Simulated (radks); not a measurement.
All-electron atom: the tungsten ion W64+ in [Ne] (the NIST ground configuration). Calculated with a radial shooting solver on a logarithmic mesh with Libxc functionals: scalar-relativistic Kohn-Sham, SCAN, spin-polarised, spherical densities, finite nucleus; meta-GGA in the generalised Kohn-Sham scheme; Fermi nuclear charge, rms radius 5.3658 fm. Some entries of the table are withheld. Estimate them.

orbital  occ.  eigenvalue (eV)  <r^2> (bohr^2)
1s          2              (1)             (2)
2s          2              (3)             (4)
2p          6              (5)             (6)

Answer. 
(1) 1s eigenvalue (eV): -75218.82
(2) 1s <r^2> (bohr^2): 0.0004622
(3) 2s eigenvalue (eV): -17353.24
(4) 2s <r^2> (bohr^2): 0.006872
(5) 2p eigenvalue (eV): -15887.68
(6) 2p <r^2> (bohr^2): 0.005633
